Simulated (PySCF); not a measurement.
A structure optimised at PBE0-D3(BJ)/def2-SVP, used in a PySCF frequency run:

```xyz
11

C      2.5249     0.6622    -0.8534
C      1.3365     0.5499    -0.6148
Si    -0.4542     0.3797    -0.2468
O     -1.0027     1.6694     0.6493
C     -0.7570    -1.1285     0.8460
F     -0.4365    -2.2751     0.1482
H      3.5756     0.7562    -1.0656
H     -1.1712     0.2413    -1.5453
H     -0.7622     2.5509     0.3504
H     -1.8156    -1.1721     1.1590
H     -0.1445    -1.0724     1.7630
```

**Question.** Write its SMILES and formula.

**Answer.** C#C[Si@H](O)CF, C3H5FOSi

**Question.** What are its rotational constants (standard atomic weights)?

**Answer.** 3.2072, 2.2408, 1.4296 GHz
